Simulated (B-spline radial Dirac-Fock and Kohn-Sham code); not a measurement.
## X-ray form factors of selenium in several charge states

Model: relativistic Hartree-Fock (Dirac-Fock) wave functions, averaged over the configuration. Program: a B-spline atomic structure program.

Configurations: Se⁴⁺ [Ar] 3d10 4s2; Se⁵⁺ [Ar] 3d10 4s1; Se⁶⁺ [Ar] 3d10. The first column is f₀ of Se⁴⁺, the others are differences from it.

```
s (Å⁻¹)    Se⁴⁺  Δ Se⁵⁺  Δ Se⁶⁺
      0  30.000  -1.000  -2.000
    0.1  29.011  -0.784  -1.593
    0.2  26.539  -0.351  -0.752
    0.3  23.507  -0.033  -0.100
    0.4  20.504  +0.078  +0.154
    0.5  17.731  +0.068  +0.149
    0.7  13.113   0.000  +0.003
    0.9   9.911  -0.015  -0.033
    1.1   7.950  -0.006  -0.014
    1.4   6.397  +0.002  +0.004
```

Values without a named source are computed, but for edge energies of neutral atoms, which are taken from tables.
